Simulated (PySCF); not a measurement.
A structure optimised at PBE-D3(BJ)/def2-TZVP, used in a PySCF frequency run:

```xyz
4

Os     0.0000     0.0000     0.0000
O      1.7070     0.0000     0.0000
O     -0.8535     1.4783     0.0000
O     -0.8535    -1.4783     0.0000
```

Question: Write its SMILES, formula and point group.

Answer: [O]=[Os](=[O])=[O], O₃Os, D3h

Question: What are its rotational constants (standard atomic weights)?

Answer: 7.2273, 7.2273, 3.6136 GHz
